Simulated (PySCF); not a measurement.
Species: Mo(CMe)(NH2)3, C₂H₉MoN₃ (singlet state).
SMILES: `C[C]#[Mo]([NH2])([NH2])[NH2]`

A linear-response calculation (PySCF, def2-SVPD basis, gas phase, vertical, core orbitals frozen in the response) gave these numbers; the functional is withheld.

Orbital energies (eV): HOMO-3 -7.67, HOMO-2 -6.43, HOMO-1 -6.43, HOMO -6.41, LUMO -0.03, LUMO+1 0.02, LUMO+2 0.02.

| state | E (eV) | f | main configurations (H = HOMO, L = LUMO) |
| --- | --- | --- | --- |
| S1 | 4.36 | 0.0000 | H-2/H-1→L+1/L+2 (≥97%) |
| S2 | 4.68 | 0.0005 | H-2/H-1→L+1/L+2 (≥95%) |
| S3 | 4.68 | 0.0005 | H-2/H-1→L+1/L+2 (97%) |
| S4 | 4.97 | 0.0007 | H-2/H-1→L (≥59%), H-2/H-1→L+3 (≥24%) |
| S5 | 4.97 | 0.0008 | H-2/H-1→L (≥60%), H-2/H-1→L+3 (≥24%) |
| S6 | 5.00 | 0.0000 | H→L (91%) |

Triplets (Tamm–Dancoff): T1 3.53 eV, H-2/H-1→L+1/L+2 (≥85%); T2 3.89 eV, H-2/H-1→L+1/L+2 (≥77%); T3 3.89 eV, H-2/H-1→L+1/L+2 (≥77%).

Vertical ionisation energy by ΔSCF with the same functional: 8.08 eV. Mean static polarisability: 96.9 au.

Orbitals of the list HOMO-3 to LUMO+2 that lie within 0.01 eV of each other are written together with a slash and their weights summed (≥ marks a lower bound); for degenerate orbitals outside that list single weights are arbitrary.

Question: Which of these was used?
A. wB97X-D
B. PBE0
C. PBE
D. HF

Answer: B. PBE0 is a global hybrid with 25% exact exchange. In this run −ε(HOMO) = 6.41 eV differs from the ΔSCF value by -1.67 eV, and S1 differs from the orbital gap of 6.38 eV by -2.02 eV. The ratio −ε(HOMO)/IP is 0.79. Usual ranges for neutral molecules in this basis: 0.7 to 0.83 with PBE0, 0.5 to 0.7 with PBE, 0.89 to 0.99 with wB97X-D; with Hartree–Fock the ratio is 1 or more (Koopmans' value less the relaxation energy is the ΔSCF value). The other options: PBE, a GGA without exact exchange; HF, time-dependent Hartree–Fock, 100% exact exchange; wB97X-D, range-separated, 22% exact exchange at short range and 100% at long range (ω = 0.2 bohr⁻¹).

Computed, not measured: TDDFT PBE0/def2-SVPD, vertical, gas phase, core orbitals frozen in the response, def2 core potentials past Kr in PySCF. Isolated species at its PBE0-D3(BJ)/def2-SVP geometry, gas phase. Spin–orbit coupling is left out.
